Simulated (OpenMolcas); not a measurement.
An OpenMolcas run meant for neutral phosphorus (ANO-RCC-VQZP, DKH3; inactive shells 1s 2s 2p; intended active space 5 electrons in 4 orbitals (3s 3p)). One step of its input:

```
&RASSCF
FileOrb=start.orb
Symmetry=2
Spin=5
nActEl=5 0 0
Inactive=2 3
Ras2=1 3
CIRoot=1 1 1
SDav=1
CIMx=300
Iter=66 100
PrWF=0.3
OrbListing=Nothing
MaxOrb=0
Atom
CIOnly
>>> COPY $Project.JobIph JOB001
```

Lines from the output:

```
--- SEWARD ---
Basis set label: P.ANO-RCC...6S5P3D2F1G.

      Electronic valence basis set:
      ------------------
      Associated Effective Charge  15.000000 au
      Associated Actual Charge     15.000000 au
      Nuclear Model: Point charge

      Shell  nPrim  nBasis  Cartesian Spherical Contaminant
         s      17       6        X
         p      12       5        X
         d       5       3                 X
         f       4       2                 X
         g       2       1                 X
Relativistic=R03O02
                  Relativistic Douglas-Kroll-Hess integrals:
                    - DKH order of Hamiltonian: 3
                    - DKH order of Properties : 2
--- RASSCF ---

 Nr of active orbitals     NAC=   4
 Spin degeneracy         ISPIN=   5
 There can be no such wave function.
 ************************************************
--- Stop Module: rasscf at  /rc=_RC_INPUT_ERROR_ ---
.####################.
.# User input error #.
.####################.
```

**Question.** What is wrong with the input?

**Answer.** The spin multiplicity does not fit the number of active electrons: an even count needs an odd multiplicity and the reverse.
